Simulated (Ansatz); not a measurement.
Computed with Ansatz on PBE0-D4/def2-TZVP structures; ΔE is electronic, products minus reactants. CBS: MP2 limit from def2 TZ/QZ plus the TZ coupled-cluster correction, frozen cores. DFT in def2-TZVPP. Each species was taken in one conformer, which may not be the lowest.

Reaction (ligand exchange at the Si–O bond): `C[NH][AlH][O][SiH3]` + `[BH2][AlH][OH]` → `[BH2][AlH][O][SiH3]` + `C[NH][AlH][OH]`

```
  level  ΔE (eV)
PBE0-D4     0.06
    PBE     0.05
 r2SCAN     0.05
   PBE0     0.05
```

Question: What does CCSD(T)/CBS give? (An estimate is asked.)

Answer: Computed: +0.06 eV. The listed levels differ from it by 0.00, -0.01, -0.01, -0.01 eV.

Largest T1 diagnostic among the species: 0.012.
